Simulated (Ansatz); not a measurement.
C4H14FN3Ti (`C[N](C)[Ti]([NH2])([F])[N](C)C`), 23 atoms. Charge 0, multiplicity 1. Correlated methods include outer-core shells of Ti, which these sets cover unevenly. Scalar relativity is left out up to krypton. All runs use 6 threads of an AMD EPYC 7R13 on a shared host and a share of an NVIDIA H100 80 GB. Correlated methods freeze the cores.

Problem. How many basis functions does each run have, and how long does it take in Ansatz? RKS r2SCAN-D4/def2-TZVPP energy and forces; RKS PBE0-D4/def2-SVP energy; RKS PBE0-D4/def2-TZVP relaxation (7 steps); RHF-CCSD(T)/def2-TZVPP energy; RKS SPW92 (LDA)/def2-TZVPP energy; RKS BHLYP-D4/def2-TZVPP energy; direct RPA on PBE orbitals/def2-TZVPP energy; RHF-MP2/def2-QZVPP energy; RKS ωB97M-V/def2-QZVPP energy; RHF-CCSD(T)/def2-SVP energy; RKS CAM-B3LYP-D4/def2-TZVPP energy; RKS ωB97M-V/def2-SVP energy. (Best estimate.)

Solution. Computed: Other jobs shared the machine, so times are rough.

| level | job | functions | wall time | peak host memory (GiB) |
| --- | --- | --- | --- | --- |
| RKS BHLYP-D4/def2-TZVPP | energy | 508 | 1.9 s | 1.1 |
| RKS ωB97M-V/def2-SVP | energy | 213 | 2.4 s | 1 |
| RKS CAM-B3LYP-D4/def2-TZVPP | energy | 508 | 2.6 s | 1.1 |
| RKS r2SCAN-D4/def2-TZVPP | energy and forces | 508 | 3 s | 1.1 |
| RKS PBE0-D4/def2-SVP | energy | 213 | 3 s | 0.87 |
| RKS SPW92 (LDA)/def2-TZVPP | energy | 508 | 3.1 s | 1.1 |
| RHF-CCSD(T)/def2-SVP | energy | 213 | 3.6 s | 0.83 |
| RHF-MP2/def2-QZVPP | energy | 969 | 6.5 s | 1.7 |
| direct RPA on PBE orbitals/def2-TZVPP | energy | 508 | 9 s | 2.9 |
| RKS ωB97M-V/def2-QZVPP | energy | 969 | 11 s | 1.7 |
| RKS PBE0-D4/def2-TZVP | relaxation (7 steps) | 377 | 23 s | 1.1 |
| RHF-CCSD(T)/def2-TZVPP | energy | 508 | 49 s | 2.7 |
